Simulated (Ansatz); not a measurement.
C₂H₇ClGe, SMILES `C[CH](Cl)[GeH3]` at its PBE0-D4/def2-TZVP geometry, where that method's forces vanish. Total charge 0; spin multiplicity 1.

```csv
atom,x (Å),y (Å),z (Å)
C1,0.1216,1.4064,-0.3091
C2,-0.5385,0.2299,0.3723
Cl3,-2.2199,0.0266,-0.2275
Ge4,0.4108,-1.4787,0.0955
H5,1.1286,1.5510,0.0932
H6,-0.4472,2.3247,-0.1455
H7,0.2036,1.2457,-1.3860
H8,-0.6368,0.4108,1.4436
H9,-0.3317,-2.6061,0.8237
H10,1.8419,-1.3512,0.6528
H11,0.4676,-1.7591,-1.4130
```

Problem. For each bond, give half the difference of the two atoms' forces along it (eV/Å; positive pushes the atoms apart) under PBE-D4, r2SCAN-D4, B3LYP-D4, ωB97M-V in def2-TZVPP. (An estimate is asked.)

Solution. Ansatz gave: 
| bond | length (Å) | PBE-D4 | r2SCAN-D4 | B3LYP-D4 | ωB97M-V |
| --- | --- | --- | --- | --- | --- |
| C1–C2 | 1.511 | -0.03 | 0.06 | 0.12 | 0.20 |
| C1–H5 | 1.094 | 0.10 | -0.03 | -0.07 | -0.08 |
| C1–H6 | 1.092 | 0.12 | -0.03 | -0.07 | -0.09 |
| C1–H7 | 1.092 | 0.11 | -0.04 | -0.06 | -0.06 |
| C2–Cl3 | 1.797 | 0.23 | 0.26 | 0.35 | 0.12 |
| C2–Ge4 | 1.974 | 0.05 | 0.00 | 0.10 | -0.04 |
| C2–H8 | 1.091 | 0.11 | -0.07 | -0.18 | -0.14 |
| Ge4–H9 | 1.534 | 0.06 | -0.05 | -0.03 | -0.06 |
| Ge4–H10 | 1.541 | 0.06 | -0.05 | -0.04 | -0.07 |
| Ge4–H11 | 1.535 | 0.07 | -0.05 | -0.02 | -0.06 |

B3LYP here is the variant with VWN-RPA as its local correlation; programs differ in this.
